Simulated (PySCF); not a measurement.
HfO3, SMILES [O]=[Hf]1[O][O]1, multiplicity 1.

The structure is a stationary point at B3LYP-D3(BJ)/def2-TZVP. The spin state was assumed, not searched. The def2 effective core potentials stand for the cores of Hf; spin–orbit coupling is left out.

Two levels are set side by side: TDA-PBE/def2-SVPD (PySCF) and TDA-CAM-B3LYP/def2-SVPD (PySCF). Vertical, same geometry. The lowest singlet is HOMO→LUMO 100 % with PBE and HOMO→LUMO 95 % with the other functional; states are paired by order. Differences are taken from unrounded values.

| quantity | TDA-PBE |
|---|---|
| lowest singlet excitation (eV) | 1.63 |
| lowest triplet excitation (TDA) (eV) | 1.52 |

**Question.** These are the TDA-PBE values. What does TDA-CAM-B3LYP give? (The exact figures need the calculation; the answer reports its results.)

**Answer.** 
```
quantity                              TDA-CAM-B3LYP  TDA-PBE minus TDA-CAM-B3LYP
------------------------------------  -------------  ---------------------------
lowest singlet excitation (eV)                 2.57                        -0.94
lowest triplet excitation (TDA) (eV)           2.48                        -0.96
```

Functionals without exact exchange tend to place singlet excitations lower, as here. Differences between two approximate levels are no errors against the true value.

Rough cost on one machine, each run with all the roots and properties that it gave: TDA-CAM-B3LYP against TDA-PBE about 3 times.
